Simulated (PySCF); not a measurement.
## Electron correlation in Cl (chlorine, neutral)

[Ne] 3s2 3p5, 2P determinant. Calculation: PySCF 2.14, in x2c-TZVPPall with one added diffuse shell each of s, p, d type (6s6p4d1f, 51 functions); scalar relativity by spin-free X2C-1e. Frozen: 1s2; 15 electrons correlated.

```csv
level,correlation energy (mhartree)
CCSD,-344.27
(T),-7.41
CCSD(T),-351.68
```

Diagnostics: T1 = 0.0054, D1 = 0.0256, largest double amplitude 0.039.

Task: Is a single reference adequate?

Result: Yes: T1 lies below 0.03 and no double amplitude reaches 0.07.

This basis was not built for core-valence correlation, so the inner-shell part is incomplete.
